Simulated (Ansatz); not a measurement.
Correlation energies of `CC([SiH3])=S` by basis set

Z-matrix (Å, degrees):
```
C
C 1 1.488
H 1 1.097 2 109.9
H 1 1.090 2 111.9 3 122.1
H 1 1.096 2 109.9 3 -115.8
Si 2 1.895 1 120.3 3 57.3
S 2 1.619 1 123.6 3 -122.3
H 6 1.491 2 110.8 1 3.7
H 6 1.483 2 108.5 1 -116.0
H 6 1.482 2 108.9 1 124.0
```

Charge 0, multiplicity 1. The structure was optimised at the PBE0-D4/def2-TZVP level. Frozen core, restricted reference, Ansatz. CBS rows extrapolate triple and quadruple zeta; past MP2 they add the triple-zeta difference.

```json
{"basis": "def2-SVP", "HF (Eh)": "-765.38642", "MP2 corr.": "-0.50688", "CCSD corr.": "-0.56141", "(T)": "-0.02017", "CCSD(T) total": "-765.96800"}
{"basis": "def2-TZVPP", "HF (Eh)": "?", "MP2 corr.": "?", "CCSD corr.": "-0.68464", "(T)": "-0.03215", "CCSD(T) total": "?"}
{"basis": "def2-QZVPP", "HF (Eh)": "-765.73859", "MP2 corr.": "-0.67909", "CCSD corr.": "–", "(T)": "–", "CCSD(T) total": "–"}
{"basis": "CBS(def2)", "HF (Eh)": "-765.74189", "MP2 corr.": "?", "CCSD corr.": "?", "(T)": "as TZ", "CCSD(T) total": "?"}
```

Question: Fill in the withheld values. (Best estimate.)

Answer: Ansatz gave: def2-TZVPP HF (Eh): -765.71463; def2-TZVPP MP2 corr.: -0.63376; def2-TZVPP CCSD(T) total: -766.43142; CBS(def2) MP2 corr.: -0.71268; CBS(def2) CCSD corr.: -0.76356; CBS(def2) CCSD(T) total: -766.53760.
